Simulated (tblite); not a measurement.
Species: C6H15GeP.
Bonds: C1–C2 (double), C2–C3, C3–P4, P4–Ge5, P4–C6, C6–C7, C7–C8. Hydrogens: H9, H10 on C1; H11 on C2; H12, H13 on C3; H14, H15, H16 on Ge5; H17, H18 on C6; H19, H20 on C7; H21, H22, H23 on C8.

Computed with GFN2-xTB (tblite), gas phase: L-BFGS steps from a force-field or distance-geometry start until the largest atomic force falls under 0.01 eV/Å.

Step 74: E = -677.6699 eV
```
atom  x, y, z in Å  |  force x, y, z in eV/Å
C1      3.9048    0.5468    0.1890    0.043   0.003  -0.006
C2      2.8631    0.3603    0.9774   -0.009   0.075   0.000
C3      1.5323    0.9906    0.7714   -0.102  -0.030  -0.025
P4      0.1828   -0.2790    1.0441   -0.110   0.048  -0.031
Ge5     0.7639   -1.8045   -0.6042    0.007   0.037  -0.020
C6     -1.2052    0.5757    0.1275    0.070   0.011  -0.016
C7     -2.4195   -0.3430    0.0468    0.027  -0.003   0.040
C8     -3.6797    0.3816   -0.4038   -0.039   0.016  -0.017
H9      3.8649    1.1847   -0.6814   -0.035  -0.043   0.054
H10     4.8503    0.0800    0.3974    0.076  -0.036  -0.051
H11     2.9341   -0.2809    1.8473    0.049   0.012   0.039
H12     1.3713    1.7657    1.5311   -0.011  -0.004  -0.030
H13     1.4587    1.4521   -0.2163   -0.005   0.012   0.004
H14     0.4601   -1.3922   -2.0268   -0.008  -0.035   0.022
H15     2.2079   -2.2060   -0.6158    0.026   0.010   0.005
H16     0.0336   -3.1009   -0.3953   -0.032   0.007  -0.039
H17    -1.4455    1.4923    0.6791   -0.028  -0.096   0.025
H18    -0.8867    0.8681   -0.8776    0.033   0.023   0.014
H19    -2.1946   -1.1594   -0.6472   -0.014  -0.020  -0.013
H20    -2.5959   -0.7917    1.0265   -0.005   0.006   0.071
H21    -4.5274   -0.2982   -0.4030   -0.020  -0.045  -0.015
H22    -3.5668    0.7792   -1.4089    0.054   0.028  -0.037
H23    -3.9114    1.2058    0.2668    0.032   0.024   0.024
```

Step 75: E = -677.6724 eV
```
atom  x, y, z in Å  |  force x, y, z in eV/Å
C1      3.8857    0.5273    0.1753    0.008  -0.010   0.034
C2      2.8550    0.3703    0.9866    0.044   0.042  -0.040
C3      1.5240    0.9998    0.7813   -0.074  -0.012  -0.018
P4      0.1799   -0.2775    1.0533   -0.023   0.041  -0.045
Ge5     0.7755   -1.7984   -0.5997   -0.049   0.051   0.002
C6     -1.2019    0.5753    0.1325    0.061   0.014  -0.024
C7     -2.4132   -0.3453    0.0425    0.016  -0.010   0.029
C8     -3.6723    0.3824   -0.4066   -0.047   0.009  -0.021
H9      3.8378    1.1419   -0.7118   -0.045  -0.039   0.075
H10     4.8314    0.0581    0.3792    0.062  -0.034  -0.043
H11     2.9325   -0.2544    1.8695    0.059   0.050   0.007
H12     1.3633    1.7747    1.5428   -0.020  -0.024  -0.060
H13     1.4521    1.4600   -0.2087   -0.019  -0.005   0.054
H14     0.4533   -1.3835   -2.0177   -0.005  -0.035   0.020
H15     2.2187   -2.1968   -0.6308    0.041   0.009   0.014
H16     0.0476   -3.0964   -0.3863   -0.023   0.009  -0.045
H17    -1.4452    1.4899    0.6858   -0.038  -0.088   0.022
H18    -0.8772    0.8695   -0.8696    0.027   0.034   0.004
H19    -2.1845   -1.1548   -0.6580   -0.015  -0.025  -0.017
H20    -2.5889   -0.8044    1.0179   -0.020   0.021   0.062
H21    -4.5179   -0.3009   -0.4200   -0.011  -0.016  -0.005
H22    -3.5537    0.7914   -1.4076    0.050   0.022   0.000
H23    -3.9070    1.1988    0.2739    0.021  -0.003  -0.004
```

Step 76: E = -677.6741 eV
```
atom  x, y, z in Å  |  force x, y, z in eV/Å
C1      3.8778    0.5256    0.1773    0.146  -0.011  -0.048
C2      2.8507    0.3773    0.9897   -0.100  -0.016   0.044
C3      1.5169    1.0012    0.7795   -0.015  -0.010  -0.010
P4      0.1777   -0.2801    1.0549    0.076   0.012  -0.039
Ge5     0.7809   -1.7977   -0.6019   -0.079   0.056   0.031
C6     -1.1986    0.5722    0.1356    0.019   0.016  -0.024
C7     -2.4106   -0.3463    0.0473   -0.015  -0.009  -0.002
C8     -3.6671    0.3842   -0.4072   -0.018  -0.009  -0.015
H9      3.8248    1.1326   -0.7120   -0.026   0.014   0.002
H10     4.8249    0.0570    0.3787    0.045  -0.027  -0.036
H11     2.9304   -0.2474    1.8708    0.043   0.044   0.065
H12     1.3544    1.7808    1.5353   -0.029  -0.026  -0.057
H13     1.4494    1.4554   -0.2140   -0.036  -0.008   0.065
H14     0.4549   -1.3817   -2.0170   -0.006  -0.018  -0.002
H15     2.2216   -2.2025   -0.6398    0.045   0.008   0.022
H16     0.0441   -3.0909   -0.3928   -0.015  -0.005  -0.039
H17    -1.4416    1.4835    0.6925   -0.043  -0.045   0.023
H18    -0.8727    0.8683   -0.8650    0.017   0.039  -0.013
H19    -2.1824   -1.1569   -0.6516   -0.015  -0.039  -0.023
H20    -2.5860   -0.8036    1.0239   -0.034   0.029   0.053
H21    -4.5137   -0.2985   -0.4271   -0.001   0.007   0.000
H22    -3.5394    0.7943   -1.4073    0.036   0.015   0.023
H23    -3.9010    1.2005    0.2743    0.007  -0.013  -0.018
```

Step 77: E = -677.6755 eV
```
atom  x, y, z in Å  |  force x, y, z in eV/Å
C1      3.8690    0.5126    0.1680    0.023  -0.010   0.019
C2      2.8462    0.3836    0.9935    0.023  -0.037  -0.014
C3      1.5116    1.0066    0.7858    0.038  -0.003  -0.002
P4      0.1776   -0.2788    1.0580    0.087  -0.009  -0.019
Ge5     0.7861   -1.7920   -0.5993   -0.054   0.024   0.025
C6     -1.1958    0.5722    0.1375   -0.021   0.004  -0.024
C7     -2.4070   -0.3478    0.0436   -0.019  -0.015  -0.013
C8     -3.6645    0.3843   -0.4092    0.006  -0.014  -0.007
H9      3.8120    1.1054   -0.7318   -0.032  -0.003   0.038
H10     4.8154    0.0413    0.3680    0.028  -0.022  -0.029
H11     2.9303   -0.2300    1.8840    0.049   0.076   0.020
H12     1.3484    1.7836    1.5436   -0.031  -0.019  -0.043
H13     1.4431    1.4639   -0.2054   -0.039  -0.007   0.041
H14     0.4508   -1.3817   -2.0135   -0.007  -0.012  -0.007
H15     2.2296   -2.1937   -0.6462    0.013   0.017   0.026
H16     0.0535   -3.0872   -0.3847   -0.010  -0.004  -0.040
H17    -1.4422    1.4795    0.6984   -0.048  -0.022   0.024
H18    -0.8662    0.8730   -0.8604    0.007   0.040  -0.018
H19    -2.1769   -1.1543   -0.6606   -0.022  -0.025  -0.001
H20    -2.5829   -0.8104    1.0187   -0.029   0.041   0.018
H21    -4.5095   -0.3010   -0.4362    0.011   0.027  -0.003
H22    -3.5330    0.8025   -1.4061    0.024   0.003   0.041
H23    -3.9005    1.1956    0.2782    0.003  -0.029  -0.032
```

Problem. Estimate the geometry and energy of step 78. (The exact step hangs on the optimiser's Hessian estimate; all steps are aligned on step 77, rigid shifts and turns removed.)

Solution. E = -677.6769 eV, largest force 0.085 eV/Å
```
atom  x, y, z in Å  |  force x, y, z in eV/Å
C1      3.8696    0.5112    0.1677   -0.004  -0.019   0.043
C2      2.8455    0.3853    0.9927    0.057  -0.048  -0.001
C3      1.5101    1.0068    0.7848    0.073   0.005   0.004
P4      0.1797   -0.2795    1.0548    0.053  -0.021   0.006
Ge5     0.7859   -1.7905   -0.6007   -0.013  -0.019   0.008
C6     -1.1950    0.5720    0.1375   -0.046  -0.011  -0.013
C7     -2.4069   -0.3483    0.0439   -0.014  -0.016  -0.018
C8     -3.6645    0.3843   -0.4097    0.032  -0.018   0.004
H9      3.8124    1.1031   -0.7317   -0.026   0.010   0.007
H10     4.8153    0.0376    0.3671    0.016  -0.013  -0.023
H11     2.9306   -0.2254    1.8852    0.041   0.073   0.015
H12     1.3447    1.7820    1.5430   -0.029  -0.003  -0.019
H13     1.4414    1.4673   -0.2037   -0.038  -0.003   0.002
H14     0.4513   -1.3881   -2.0166   -0.007  -0.002  -0.015
H15     2.2320   -2.1924   -0.6449   -0.022   0.024   0.025
H16     0.0529   -3.0858   -0.3845   -0.003   0.001  -0.036
H17    -1.4432    1.4753    0.7032   -0.044  -0.005   0.023
H18    -0.8659    0.8782   -0.8589   -0.003   0.032  -0.019
H19    -2.1783   -1.1556   -0.6608   -0.022  -0.013   0.021
H20    -2.5829   -0.8087    1.0210   -0.022   0.044  -0.014
H21    -4.5089   -0.3013   -0.4376    0.008   0.030  -0.006
H22    -3.5307    0.8041   -1.4055    0.019  -0.002   0.030
H23    -3.9001    1.1955    0.2776   -0.004  -0.027  -0.023
```

The energy changes by -0.0014 eV. The first-order estimate −F·Δx gives -0.0018 eV and the mean of the old and new forces, exact on a quadratic surface, -0.0014 eV. The step makes an angle of 62° with the force vector and moves no atom by more than 0.007 Å.

What follows is the cost of the whole relaxation. Time: 2.3 s of wall time. Hardware: an Arm Neoverse N1 with one thread, shared host with 64 logical CPUs at a one-minute load of 19.
